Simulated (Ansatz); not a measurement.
A nudged elastic band was laid between two geometries of C₂H₈BClSi (13 atoms, charge 0, multiplicity 1).

These are results of Ansatz 0.2.0, RHF/def2-mTZVP, not measurements.

```yaml
movable_images: 9
climbing_image: yes
spring: 5.0 eV/Å²
optimiser: quadratic models (default)
start_path: IDPP
force_threshold: 0.05 eV/Å
iteration_limit: 60
end_points: relaxed
```

First end point:

```xyz
13
Properties=species:S:1:pos:R:3
C -1.139 -0.529 -1.512
Si -0.343 -1.297 0.020
B 0.757 -0.006 1.169
C 0.933 1.507 0.776
Cl 1.940 2.505 1.914
H -1.826 0.268 -1.249
H -0.395 -0.113 -2.183
H -1.700 -1.270 -2.070
H 0.553 -2.404 -0.393
H -1.399 -1.882 0.882
H 1.271 -0.421 2.152
H 1.396 1.602 -0.198
H -0.025 2.004 0.707
```

Last end point:

```xyz
13
Properties=species:S:1:pos:R:3
C -1.990 -0.224 -1.206
Si -0.485 -0.898 -0.283
B 0.450 0.533 0.845
C 2.020 0.617 0.885
Cl 2.714 1.861 2.015
H -2.710 0.205 -0.518
H -1.709 0.548 -1.913
H -2.490 -1.009 -1.761
H 0.455 -1.514 -1.251
H -0.908 -1.972 0.650
H -0.196 1.298 1.479
H 2.460 -0.329 1.171
H 2.409 0.850 -0.098
```

Question: Which bonds break or form, and what moves?

Answer: No bond is made or broken. The dihedral C1–Si2–B3–C4 goes from -1 to -138°.

Question: What energy profile does the band end with?

Answer: The forces met the threshold. The highest image is number 5 of 0 to 10, 0.023 eV above the first end and 0.033 eV above the last; the last end lies 0.010 eV below the first. A vibrational analysis at the climbing image gives one clearly imaginary mode, 60i cm⁻¹: a first-order saddle point.

```json
{"image": "0", "path coordinate (Å)": "0.00", "energy (eV)": "0.000", "dihedral C1–Si2–B3–C4 (°)": "-1"}
{"image": "1", "path coordinate (Å)": "0.56", "energy (eV)": "0.002", "dihedral C1–Si2–B3–C4 (°)": "-14"}
{"image": "2", "path coordinate (Å)": "1.12", "energy (eV)": "0.007", "dihedral C1–Si2–B3–C4 (°)": "-27"}
{"image": "3", "path coordinate (Å)": "1.68", "energy (eV)": "0.014", "dihedral C1–Si2–B3–C4 (°)": "-41"}
{"image": "4", "path coordinate (Å)": "2.25", "energy (eV)": "0.022", "dihedral C1–Si2–B3–C4 (°)": "-56"}
{"image": "5", "path coordinate (Å)": "2.81", "energy (eV)": "0.023", "dihedral C1–Si2–B3–C4 (°)": "-69"}
{"image": "6", "path coordinate (Å)": "3.38", "energy (eV)": "0.018", "dihedral C1–Si2–B3–C4 (°)": "-83"}
{"image": "7", "path coordinate (Å)": "3.96", "energy (eV)": "0.009", "dihedral C1–Si2–B3–C4 (°)": "-97"}
{"image": "8", "path coordinate (Å)": "4.53", "energy (eV)": "-0.001", "dihedral C1–Si2–B3–C4 (°)": "-111"}
{"image": "9", "path coordinate (Å)": "5.10", "energy (eV)": "-0.008", "dihedral C1–Si2–B3–C4 (°)": "-124"}
{"image": "10", "path coordinate (Å)": "5.68", "energy (eV)": "-0.010", "dihedral C1–Si2–B3–C4 (°)": "-138"}
```

Question: What is the geometry of the highest image?

Answer: 
```xyz
13
Properties=species:S:1:pos:R:3
C -1.647 -0.409 -1.169
Si -0.349 -1.228 -0.059
B 0.564 0.146 1.169
C 1.523 1.228 0.546
Cl 2.306 2.361 1.733
H -2.423 0.072 -0.584
H -1.205 0.342 -1.814
H -2.129 -1.145 -1.803
H 0.679 -1.874 -0.913
H -0.986 -2.296 0.740
H 0.369 0.146 2.336
H 2.330 0.768 -0.007
H 0.988 1.853 -0.158
```

The band took 5 iterations and about 2.5 core-minutes.

Run time: 79 s on 2 threads of AMD EPYC 9R14 (Zen 4), with other jobs on the host, peak memory 0.31 GiB.
